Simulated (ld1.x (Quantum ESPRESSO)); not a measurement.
Mg, PAW: configuration errors across variants

```
Element                 : magnesium
Generator               : ld1.x (Quantum ESPRESSO) 7.5
Type                    : PAW
Functional              : PBE
Relativity              : scalar-relativistic
Frozen core             : [He]
Valence charge          : 10
Reference configuration : 2s2 2p6 3s1.75 3p0.25
Partial waves           : 2s (bound): rcut 1.25, rcutus 1.30 bohr; 3s (bound): rcut 1.25, rcutus 1.30 bohr; 2p (bound): rcut 1.25, rcutus 1.35 bohr; 3p (bound): rcut 1.25, rcutus 1.35 bohr; 3d channel at 0.4 Ry: rcut 0.90, rcutus 1.15 bohr
Local potential         : all-electron potential smoothed inside 0.85 bohr (lloc = -1)
Core correction         : Bessel-smoothed model core inside 0.95 bohr
Augmentation charge     : PSQ, inside the norm-conserving radii
```

All-electron excitation energies from the reference (eV): (1) 2s2 2p6 3s2 3p0 -0.851; (2) 2s2 2p6 3s1 3p0 7.109; (3) 2s2 2p6 3s0 3p0 22.135; (4) 2s2 2p6 3s0 3p2 6.332; (5) 2s2 2p6 3s0 3p1 11.477; (6) 2s2 2p6 3s1.5 3p0 2.293; (7) 2s2 2p6 3s1 3p1 2.640.

The overlap operator is not positive definite (basis up to 400 Ry) in “base”, “local potential all-electron potential smoothed inside 1.05 bohr (lloc = -1)”, “local potential all-electron potential smoothed inside 0.68 bohr (lloc = -1)”, “core correction Bessel-smoothed model core inside 0.86 bohr”, “wave 3d channel at 0.4 Ry: rcut 0.90, rcutus 1.15 bohr becomes 3d channel at 0.4 Ry: rcut 0.90, rcutus 1.12 bohr”, “wave 3d channel at 0.4 Ry: rcut 0.90, rcutus 1.15 bohr becomes 3d channel at 0.17 Ry: rcut 0.90, rcutus 1.15 bohr”, “all radii but the core radius scaled by about 1.17 (s 1.52, p 1.58, d 1.34 bohr, rcut 1.46/1.46/1.06); local potential all-electron potential smoothed inside 1.00 bohr (lloc = -1)”. Such files are unfit for use, however small their errors in these radial tests.

2 further variants failed, have other tests or too few solved ones, and are left out.

Errors AE − PS in meV (a dash: test not solved or not reliable):

```csv
change,(1),(2),(3),(4),(5),(6),(7),bound ghosts
base,0.0,-0.1,-0.3,+1.3,+1.5,0.0,+0.1,not determined (overlap not positive)
local potential all-electron potential smoothed inside 1.05 bohr (lloc = -1),–,–,–,–,–,–,–,not determined (overlap not positive)
local potential all-electron potential smoothed inside 0.68 bohr (lloc = -1),+0.1,0.0,-0.3,+5.8,+7.7,0.0,+0.5,not determined (overlap not positive)
core correction Bessel-smoothed model core inside 0.86 bohr,0.0,-0.1,-0.3,+1.3,+1.5,0.0,+0.1,not determined (overlap not positive)
"wave 3d channel at 0.4 Ry: rcut 0.90, rcutus 1.15 bohr becomes 3d channel at 0.4 Ry: rcut 0.90, rcutus 1.12 bohr",0.0,-0.1,-0.3,+1.3,+1.5,0.0,+0.1,not determined (overlap not positive)
"wave 3d channel at 0.4 Ry: rcut 0.90, rcutus 1.15 bohr becomes 3d channel at 0.17 Ry: rcut 0.90, rcutus 1.15 bohr",0.0,-0.1,-0.3,+1.3,+1.5,0.0,+0.1,not determined (overlap not positive)
"all radii but the core radius scaled by about 1.17 (s 1.52, p 1.58, d 1.34 bohr, rcut 1.46/1.46/1.06); local potential all-electron potential smoothed inside 1.00 bohr (lloc = -1)",+0.6,+0.7,+2.9,+41,+33,+0.2,+6.4,not determined (overlap not positive)
```

Task: Give the same row for: augmentation BESSEL, radius 0.85 bohr.

Result: 0.0, -0.1, -0.4, +0.6, +0.9, -0.1, 0.0; bound ghosts: not determined (overlap not positive). Its overlap operator is not positive definite in a basis up to 400 Ry (lowest eigenvalue s -0.16), so the file is unfit for use: the generalised eigenproblem breaks down once the basis is large enough, and its test numbers describe a broken file.
